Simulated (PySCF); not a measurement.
Stretching MgSn

Set-up: Mg aug-cc-pVDZ, Sn aug-cc-pVDZ-PP with ECP28; scalar-relativistic core potentials (PySCF 2.14). Energies in eV from Mg + Sn in their ground configurations at the same level. State: ³Σ⁻ (triplet), unpaired electrons π ↑↑.

All columns are CAM-B3LYP. A positive dipole means Mg(−)Sn(+).

```csv
R (Å),E (eV),μ (D),Mulliken charge on Mg (basis-dependent),HOMO (eV),LUMO (eV),Mayer bond order,⟨S²⟩
2.393,-0.208,-2.99,-0.15,-5.99,-1.67,1.45,2.07
2.505,-0.443,-3.04,-0.12,-5.89,-1.74,1.29,2.07
2.616,-0.572,-3.08,-0.08,-5.81,-1.81,1.17,2.07
2.700,-0.618,-3.09,-0.04,-5.76,-1.85,1.08,2.07
2.783,-0.634,-3.09,-0.01,-5.72,-1.89,1.00,2.07
2.866,-0.628,-3.08,0.02,-5.69,-1.93,0.92,2.06
2.978,-0.597,-3.04,0.06,-5.66,-1.97,0.82,2.05
3.117,-0.537,-2.95,0.09,-5.64,-2.00,0.71,2.04
3.284,-0.453,-2.79,0.10,-5.64,-2.03,0.58,2.03
3.507,-0.345,-2.50,0.10,-5.68,-2.05,0.43,2.02
```

A fit through these points gives, at Re = 2.798 Å, μ = -3.09 D and dμ/dR = 0.0870 D/Å; the reduced mass is 19.99 u.

Question: How strong is the fundamental in the double-harmonic approximation, I = 42.26·(dμ/dR)²/μred km/mol?

Answer: I = 42.26·(0.0870)²/19.99 = 0.0160 km/mol at CAM-B3LYP.

These are scalar-relativistic numbers at best; spin–orbit coupling would shift them, the dissociation energy most. The state was picked by a PBE0 search and need not be the measured ground state.
